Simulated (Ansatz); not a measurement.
Reaction (hydrogenolysis of a C–F bond): `NC1(F)BN1` + H₂ → `NC1BN1` + H–F

Gas-phase electronic energies from Ansatz, PBE0-D4/def2-TZVP geometries. CCSD(T)/CBS adds triple-zeta CCSD(T) − MP2 to the extrapolated MP2 energy (def2 sets, frozen cores). This one scheme is used for every species. One conformer a species, not always the lowest.

`NC1(F)BN1`:

Z-matrix (Å, degrees):
```
C
F 1 1.404
B 1 1.547 2 118.3
N 1 1.406 2 111.5 3 162.5
N 1 1.419 2 112.0 3 -60.0
H 3 1.182 1 157.1 2 80.0
H 4 1.015 1 111.4 2 47.0
H 4 1.011 1 110.7 2 -73.4
H 5 1.007 1 136.1 2 -70.6
```

H₂:

Cartesian coordinates in Å:
```
H -0.355 0.015 0.113
H 0.355 -0.015 -0.113
```

`NC1BN1`:

Cartesian coordinates in Å:
```
N 0.000 0.006 1.450
C 0.181 0.502 0.130
B 0.778 -0.328 -1.044
N -0.546 -0.082 -1.021
H 0.083 -0.999 1.507
H -0.880 0.288 1.863
H 0.231 1.590 0.122
H 1.641 -0.882 -1.638
H -1.488 -0.096 -1.369
```

H–F:

Z-matrix (Å, degrees):
```
F
H 1 0.920
```

```json
{"species": "`NC1(F)BN1`", "CCSD(T)/CBS(def2) energy (Eh)": "-274.42071"}
{"species": "H₂", "CCSD(T)/CBS(def2) energy (Eh)": "-1.17544"}
{"species": "`NC1BN1`", "CCSD(T)/CBS(def2) energy (Eh)": "-175.22419"}
{"species": "H–F", "CCSD(T)/CBS(def2) energy (Eh)": "-100.39570"}
```

Question: Work out ΔE.

Answer: ΔE = (-175.22419) + (-100.39570) − (-274.42071) − (-1.17544) = -0.02374 Eh = -62.3 kJ/mol.

Largest T1 diagnostic among the species: 0.013.

From PBE to PBE0 (25 % exact exchange), in def2-TZVPP and without D4, ΔE moves by −6.1 kJ/mol.
